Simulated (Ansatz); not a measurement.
Al(OPMe3)F3 (C3H9AlF3OP). Charge 0, multiplicity 3. Geometry PBE-D4/def2-SVP, that of the neutral singlet.

| atom | x (Å) | y (Å) | z (Å) |
| --- | --- | --- | --- |
| Al1 | 2.050 | -1.591 | -0.399 |
| O2 | 0.522 | -0.769 | -1.060 |
| P3 | -0.363 | 0.182 | -0.190 |
| C4 | -1.072 | -0.686 | 1.232 |
| C5 | -1.708 | 0.787 | -1.241 |
| C6 | 0.585 | 1.599 | 0.424 |
| H7 | -1.716 | -0.018 | 1.836 |
| H8 | -0.206 | -1.042 | 1.824 |
| H9 | -1.657 | -1.554 | 0.871 |
| H10 | -2.289 | -0.080 | -1.613 |
| H11 | -2.374 | 1.470 | -0.679 |
| H12 | -1.272 | 1.320 | -2.109 |
| H13 | 1.391 | 1.169 | 1.051 |
| H14 | 1.031 | 2.136 | -0.436 |
| H15 | -0.051 | 2.286 | 1.015 |
| F16 | 1.809 | -3.252 | -0.505 |
| F17 | 1.961 | -1.003 | 1.219 |
| F18 | 3.359 | -0.952 | -1.241 |

At PBE0-D4/def2-TZVP a singlet of charge 0 lies 7.71 eV below the triplet at the same geometry.

Problem. Estimate the α-spin orbital energies around the gap (eV) in Ansatz with PBE-D4/def2-TZVP, r2SCAN-D4/def2-TZVP, PBE0-D4/def2-TZVP.

Solution. 
```csv
orbital,PBE-D4/def2-TZVP,r2SCAN-D4/def2-TZVP,PBE0-D4/def2-TZVP
HOMO−5,-9.27,-9.56,-10.90
HOMO−4,-9.13,-9.43,-10.68
HOMO−3,-9.08,-9.36,-10.56
HOMO−2,-8.66,-9.03,-10.41
HOMO−1,-8.62,-8.92,-10.24
HOMO,-1.25,-1.24,-2.06
LUMO,-0.52,-0.07,0.19
LUMO+1,0.08,0.47,0.95
LUMO+2,0.15,0.48,0.96
LUMO+3,0.26,0.85,1.27
LUMO+4,0.71,1.28,1.52
LUMO+5,0.78,1.34,1.61
β HOMO,-8.51,-8.86,-10.19
β LUMO,-8.35,-8.34,-7.64
```
